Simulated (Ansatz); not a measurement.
Molecular dynamics of Cl$_{2}$H$_{5}$PSn

Input:

```yaml
crystal:
  periodic: [false, false, false]
  atoms:
    - { symbol: Sn, position_ang: [0.129175, -0.243062, -0.05279] }
    - { symbol: H, position_ang: [0.086088, 0.036877, 1.878674] }
    - { symbol: Cl, position_ang: [2.193174, 0.348875, -1.072773] }
    - { symbol: H, position_ang: [-0.756447, 1.20418, -0.325498] }
    - { symbol: Cl, position_ang: [-1.424446, -1.819638, -0.92382] }
    - { symbol: P, position_ang: [1.463853, -2.357608, 1.330493] }
    - { symbol: H, position_ang: [0.674481, -3.309468, 0.639228] }
    - { symbol: H, position_ang: [2.56896, -2.221708, 0.454674] }
    - { symbol: H, position_ang: [0.644361, -0.918747, 1.785213] }
basis:
  gaussian: { orbitals: def2-SVP }
hamiltonian:
  xc: pbe0
md:
  timestep: 0.5
  n_steps: 200
  ensemble: nve
  temperature: 100.0
  initial_velocities: maxwell_boltzmann
  seed: 8973
```

Command:

```bash
$ ansatz run input.yaml --threads 2 --pin off --max-ram 3072MiB --backend cpu --events-out ev --progress --plain --runs-dir out
```

It starts at the highest image of a converged band. Of that band: Neighbouring images differ by up to 2.1 eV, so the band resolves the path poorly. A vibrational analysis at the climbing image gives one clearly imaginary mode, 1757i cm⁻¹: a first-order saddle point.

Output, in part (one step line in 3, the closing report, with atoms numbered from 0):

```
md step     0: t =     0.00 fs  T =   100.0 K  F+E_penalty+E_count = -40223.33949100 eV  E_kin = 0.090482 eV  conserved = -40223.24900900 eV  (24 SCF iters)
md step     3: t =     1.50 fs  T =    78.1 K  F+E_penalty+E_count = -40223.31940592 eV  E_kin = 0.070626 eV  conserved = -40223.24877959 eV  (29 SCF iters)
md step     6: t =     3.00 fs  T =    46.4 K  F+E_penalty+E_count = -40223.29038038 eV  E_kin = 0.041978 eV  conserved = -40223.24840277 eV  (24 SCF iters)
md step     9: t =     4.50 fs  T =    53.8 K  F+E_penalty+E_count = -40223.29724136 eV  E_kin = 0.048658 eV  conserved = -40223.24858348 eV  (24 SCF iters)
md step    12: t =     6.00 fs  T =    78.5 K  F+E_penalty+E_count = -40223.31995981 eV  E_kin = 0.071072 eV  conserved = -40223.24888771 eV  (30 SCF iters)
md step    15: t =     7.50 fs  T =    79.3 K  F+E_penalty+E_count = -40223.32053729 eV  E_kin = 0.071767 eV  conserved = -40223.24877073 eV  (29 SCF iters)
md step    18: t =     9.00 fs  T =    69.6 K  F+E_penalty+E_count = -40223.31143944 eV  E_kin = 0.062997 eV  conserved = -40223.24844282 eV  (30 SCF iters)
md step    21: t =    10.50 fs  T =    96.4 K  F+E_penalty+E_count = -40223.33542205 eV  E_kin = 0.087196 eV  conserved = -40223.24822556 eV  (30 SCF iters)
md step    24: t =    12.00 fs  T =   194.5 K  F+E_penalty+E_count = -40223.42409672 eV  E_kin = 0.175953 eV  conserved = -40223.24814408 eV  (29 SCF iters)
md step    27: t =    13.50 fs  T =   379.0 K  F+E_penalty+E_count = -40223.59138971 eV  E_kin = 0.342950 eV  conserved = -40223.24843966 eV  (29 SCF iters)
md step    30: t =    15.00 fs  T =   605.2 K  F+E_penalty+E_count = -40223.79784686 eV  E_kin = 0.547618 eV  conserved = -40223.25022860 eV  (29 SCF iters)
md step    33: t =    16.50 fs  T =   765.1 K  F+E_penalty+E_count = -40223.93978030 eV  E_kin = 0.692241 eV  conserved = -40223.24753886 eV  (29 SCF iters)
md step    36: t =    18.00 fs  T =  1148.4 K  F+E_penalty+E_count = -40224.29004522 eV  E_kin = 1.039136 eV  conserved = -40223.25090908 eV  (28 SCF iters)
md step    39: t =    19.50 fs  T =  1442.1 K  F+E_penalty+E_count = -40224.55534846 eV  E_kin = 1.304801 eV  conserved = -40223.25054703 eV  (28 SCF iters)
md step    42: t =    21.00 fs  T =  1572.1 K  F+E_penalty+E_count = -40224.67079227 eV  E_kin = 1.422458 eV  conserved = -40223.24833471 eV  (28 SCF iters)
md step    45: t =    22.50 fs  T =  1793.9 K  F+E_penalty+E_count = -40224.87365345 eV  E_kin = 1.623130 eV  conserved = -40223.25052385 eV  (27 SCF iters)
md step    48: t =    24.00 fs  T =  1859.1 K  F+E_penalty+E_count = -40224.93210211 eV  E_kin = 1.682113 eV  conserved = -40223.24998885 eV  (27 SCF iters)
md step    51: t =    25.50 fs  T =  1932.2 K  F+E_penalty+E_count = -40224.99753107 eV  E_kin = 1.748262 eV  conserved = -40223.24926902 eV  (27 SCF iters)
md step    54: t =    27.00 fs  T =  2050.8 K  F+E_penalty+E_count = -40225.10667253 eV  E_kin = 1.855592 eV  conserved = -40223.25108048 eV  (24 SCF iters)
md step    57: t =    28.50 fs  T =  1968.5 K  F+E_penalty+E_count = -40225.02884011 eV  E_kin = 1.781141 eV  conserved = -40223.24769902 eV  (28 SCF iters)
md step    60: t =    30.00 fs  T =  2061.8 K  F+E_penalty+E_count = -40225.11508824 eV  E_kin = 1.865582 eV  conserved = -40223.24950649 eV  (27 SCF iters)
md step    63: t =    31.50 fs  T =  2118.4 K  F+E_penalty+E_count = -40225.16745408 eV  E_kin = 1.916806 eV  conserved = -40223.25064852 eV  (27 SCF iters)
md step    66: t =    33.00 fs  T =  2144.6 K  F+E_penalty+E_count = -40225.18884297 eV  E_kin = 1.940441 eV  conserved = -40223.24840181 eV  (28 SCF iters)
md step    69: t =    34.50 fs  T =  2269.2 K  F+E_penalty+E_count = -40225.30463852 eV  E_kin = 2.053174 eV  conserved = -40223.25146489 eV  (24 SCF iters)
md step    72: t =    36.00 fs  T =  2168.8 K  F+E_penalty+E_count = -40225.21002305 eV  E_kin = 1.962339 eV  conserved = -40223.24768408 eV  (23 SCF iters)
md step    75: t =    37.50 fs  T =  2239.5 K  F+E_penalty+E_count = -40225.27558924 eV  E_kin = 2.026386 eV  conserved = -40223.24920299 eV  (23 SCF iters)
md step    78: t =    39.00 fs  T =  2298.5 K  F+E_penalty+E_count = -40225.33103700 eV  E_kin = 2.079773 eV  conserved = -40223.25126356 eV  (23 SCF iters)
md step    81: t =    40.50 fs  T =  2263.3 K  F+E_penalty+E_count = -40225.29556695 eV  E_kin = 2.047903 eV  conserved = -40223.24766412 eV  (23 SCF iters)
md step    84: t =    42.00 fs  T =  2369.6 K  F+E_penalty+E_count = -40225.39577509 eV  E_kin = 2.144055 eV  conserved = -40223.25172039 eV  (24 SCF iters)
md step    87: t =    43.50 fs  T =  2249.7 K  F+E_penalty+E_count = -40225.28321724 eV  E_kin = 2.035571 eV  conserved = -40223.24764628 eV  (23 SCF iters)
md step    90: t =    45.00 fs  T =  2307.9 K  F+E_penalty+E_count = -40225.33703470 eV  E_kin = 2.088203 eV  conserved = -40223.24883162 eV  (24 SCF iters)
md step    93: t =    46.50 fs  T =  2397.9 K  F+E_penalty+E_count = -40225.42142415 eV  E_kin = 2.169624 eV  conserved = -40223.25179991 eV  (24 SCF iters)
md step    96: t =    48.00 fs  T =  2336.4 K  F+E_penalty+E_count = -40225.36103515 eV  E_kin = 2.113987 eV  conserved = -40223.24704819 eV  (23 SCF iters)
md step    99: t =    49.50 fs  T =  2458.7 K  F+E_penalty+E_count = -40225.47636594 eV  E_kin = 2.224647 eV  conserved = -40223.25171934 eV  (23 SCF iters)
md step   102: t =    51.00 fs  T =  2379.9 K  F+E_penalty+E_count = -40225.40124540 eV  E_kin = 2.153390 eV  conserved = -40223.24785538 eV  (23 SCF iters)
md step   105: t =    52.50 fs  T =  2450.6 K  F+E_penalty+E_count = -40225.46604934 eV  E_kin = 2.217348 eV  conserved = -40223.24870161 eV  (24 SCF iters)
md step   108: t =    54.00 fs  T =  2562.2 K  F+E_penalty+E_count = -40225.57039831 eV  E_kin = 2.318298 eV  conserved = -40223.25210066 eV  (24 SCF iters)
md step   111: t =    55.50 fs  T =  2474.1 K  F+E_penalty+E_count = -40225.48542305 eV  E_kin = 2.238642 eV  conserved = -40223.24678105 eV  (23 SCF iters)
md step   114: t =    57.00 fs  T =  2580.6 K  F+E_penalty+E_count = -40225.58687461 eV  E_kin = 2.335005 eV  conserved = -40223.25186963 eV  (27 SCF iters)
md step   117: t =    58.50 fs  T =  2490.3 K  F+E_penalty+E_count = -40225.50148242 eV  E_kin = 2.253311 eV  conserved = -40223.24817148 eV  (27 SCF iters)
md step   120: t =    60.00 fs  T =  2506.7 K  F+E_penalty+E_count = -40225.51683393 eV  E_kin = 2.268129 eV  conserved = -40223.24870453 eV  (27 SCF iters)
md step   123: t =    61.50 fs  T =  2562.6 K  F+E_penalty+E_count = -40225.57094975 eV  E_kin = 2.318672 eV  conserved = -40223.25227749 eV  (27 SCF iters)
md step   126: t =    63.00 fs  T =  2384.9 K  F+E_penalty+E_count = -40225.40440550 eV  E_kin = 2.157902 eV  conserved = -40223.24650368 eV  (27 SCF iters)
md step   129: t =    64.50 fs  T =  2433.0 K  F+E_penalty+E_count = -40225.45319882 eV  E_kin = 2.201428 eV  conserved = -40223.25177110 eV  (27 SCF iters)
md step   132: t =    66.00 fs  T =  2321.1 K  F+E_penalty+E_count = -40225.34860650 eV  E_kin = 2.100202 eV  conserved = -40223.24840461 eV  (27 SCF iters)
md step   135: t =    67.50 fs  T =  2291.0 K  F+E_penalty+E_count = -40225.32135307 eV  E_kin = 2.072943 eV  conserved = -40223.24841055 eV  (27 SCF iters)
md step   138: t =    69.00 fs  T =  2339.0 K  F+E_penalty+E_count = -40225.36852770 eV  E_kin = 2.116352 eV  conserved = -40223.25217590 eV  (27 SCF iters)
md step   141: t =    70.50 fs  T =  2152.8 K  F+E_penalty+E_count = -40225.19433621 eV  E_kin = 1.947884 eV  conserved = -40223.24645221 eV  (27 SCF iters)
md step   144: t =    72.00 fs  T =  2216.3 K  F+E_penalty+E_count = -40225.25680829 eV  E_kin = 2.005339 eV  conserved = -40223.25146961 eV  (27 SCF iters)
md step   147: t =    73.50 fs  T =  2175.4 K  F+E_penalty+E_count = -40225.21704992 eV  E_kin = 1.968317 eV  conserved = -40223.24873244 eV  (27 SCF iters)
md step   150: t =    75.00 fs  T =  2183.4 K  F+E_penalty+E_count = -40225.22374138 eV  E_kin = 1.975588 eV  conserved = -40223.24815311 eV  (28 SCF iters)
md step   153: t =    76.50 fs  T =  2308.2 K  F+E_penalty+E_count = -40225.34020024 eV  E_kin = 2.088506 eV  conserved = -40223.25169376 eV  (27 SCF iters)
md step   156: t =    78.00 fs  T =  2236.9 K  F+E_penalty+E_count = -40225.27065589 eV  E_kin = 2.023969 eV  conserved = -40223.24668660 eV  (27 SCF iters)
md step   159: t =    79.50 fs  T =  2408.5 K  F+E_penalty+E_count = -40225.43071477 eV  E_kin = 2.179260 eV  conserved = -40223.25145497 eV  (27 SCF iters)
md step   162: t =    81.00 fs  T =  2476.1 K  F+E_penalty+E_count = -40225.48967211 eV  E_kin = 2.240470 eV  conserved = -40223.24920246 eV  (27 SCF iters)
md step   165: t =    82.50 fs  T =  2528.1 K  F+E_penalty+E_count = -40225.53549242 eV  E_kin = 2.287431 eV  conserved = -40223.24806161 eV  (27 SCF iters)
md step   168: t =    84.00 fs  T =  2704.1 K  F+E_penalty+E_count = -40225.69823952 eV  E_kin = 2.446707 eV  conserved = -40223.25153289 eV  (27 SCF iters)
md step   171: t =    85.50 fs  T =  2674.2 K  F+E_penalty+E_count = -40225.66712476 eV  E_kin = 2.419701 eV  conserved = -40223.24742390 eV  (27 SCF iters)
md step   174: t =    87.00 fs  T =  2821.9 K  F+E_penalty+E_count = -40225.80474437 eV  E_kin = 2.553279 eV  conserved = -40223.25146493 eV  (27 SCF iters)
md step   177: t =    88.50 fs  T =  2848.5 K  F+E_penalty+E_count = -40225.82714520 eV  E_kin = 2.577406 eV  conserved = -40223.24973955 eV  (27 SCF iters)
md step   180: t =    90.00 fs  T =  2791.5 K  F+E_penalty+E_count = -40225.77358040 eV  E_kin = 2.525792 eV  conserved = -40223.24778825 eV  (27 SCF iters)
md step   183: t =    91.50 fs  T =  2890.1 K  F+E_penalty+E_count = -40225.86612341 eV  E_kin = 2.615022 eV  conserved = -40223.25110175 eV  (27 SCF iters)
md step   186: t =    93.00 fs  T =  2813.0 K  F+E_penalty+E_count = -40225.79339803 eV  E_kin = 2.545302 eV  conserved = -40223.24809609 eV  (27 SCF iters)
md step   189: t =    94.50 fs  T =  2875.1 K  F+E_penalty+E_count = -40225.85233954 eV  E_kin = 2.601443 eV  conserved = -40223.25089655 eV  (27 SCF iters)
md step   192: t =    96.00 fs  T =  2869.7 K  F+E_penalty+E_count = -40225.84661315 eV  E_kin = 2.596570 eV  conserved = -40223.25004352 eV  (27 SCF iters)
md step   195: t =    97.50 fs  T =  2756.7 K  F+E_penalty+E_count = -40225.74192875 eV  E_kin = 2.494301 eV  conserved = -40223.24762770 eV  (27 SCF iters)
md step   198: t =    99.00 fs  T =  2829.1 K  F+E_penalty+E_count = -40225.81040856 eV  E_kin = 2.559789 eV  conserved = -40223.25061942 eV  (27 SCF iters)
md step   200: t =   100.00 fs  T =  2816.4 K  F+E_penalty+E_count = -40225.79960319 eV  E_kin = 2.548350 eV  conserved = -40223.25125291 eV  (25 SCF iters)
Total energy: -40225.79964149 eV, -1478.2708707985 hartree
Atom 0 at     0.290801    -0.485565    -0.052251 Å, force     0.141543    -0.244275     1.406799 eV/Å
Atom 1 at    -3.874570     4.335844     9.667216 Å, force    -0.769527     0.754779    -0.917536 eV/Å
Atom 2 at     1.947938     0.563947    -1.379501 Å, force    -0.341215    -0.197440    -0.021474 eV/Å
Atom 3 at    -0.374360     0.727990     1.025508 Å, force     0.057766    -0.189837    -0.563250 eV/Å
Atom 4 at    -1.512399    -1.515921    -1.213786 Å, force     0.405835     0.263352     0.007937 eV/Å
Atom 5 at     1.497003    -2.297728     1.435595 Å, force    -1.401080     0.637883    -0.308754 eV/Å
Atom 6 at     0.435971    -3.210426     1.042283 Å, force     0.345564     0.183059     0.225243 eV/Å
Atom 7 at     2.175480    -2.537437     0.251815 Å, force     0.791579    -0.452725    -0.746494 eV/Å
Atom 8 at    -3.480294     3.949117    10.137333 Å, force     0.769535    -0.754795     0.917527 eV/Å
Dipole moment:     0.030868    -0.133113     0.302877 e Å
```

The run went to its last step. The conserved energy stayed within 0.37 meV per atom of its start (net change -0.25 meV per atom), so the integration is sound. The kinetic energy rose, since the run started high on the potential surface and went downhill. It ends in pieces (Cl2H3PSn + H2), so much of that is their flight and rotation, not heat. A run of 0.1 ps of so small a system gives no equilibrium averages. The orbitals stay closed-shell, which can raise the energy where a bond breaks towards radicals; this wasn't checked here.

Between its relaxed ends the band would form Sn1–P6, H2–H9 and break Sn1–H2, P6–H9. These pairs go: Sn1–P6 2.86 → 2.64 Å, H2–H9 1.11 → 0.73 Å, Sn1–H2 1.95 → 11.62 Å, P6–H9 1.72 → 11.81 Å. In the last frame they stand as after the step (other bonds may differ from the relaxed reactants and products). Also parted: Sn1–H9 2.02 → 11.74 Å. It ends as Cl2H3PSn + H2. Pairs count as bonded within 1.25 times the sum of covalent radii (0.12 Å more for H–H).

Last frame:

```xyz
9
Properties=species:S:1:pos:R:3
Sn 0.291 -0.486 -0.052
H -3.875 4.336 9.667
Cl 1.948 0.564 -1.379
H -0.374 0.728 1.026
Cl -1.512 -1.516 -1.214
P 1.497 -2.298 1.436
H 0.436 -3.210 1.042
H 2.175 -2.537 0.252
H -3.480 3.949 10.137
```

Time of the run: 9.4 min on 2 threads of Arm Neoverse V2, with other jobs on the host, peak memory 0.27 GiB.
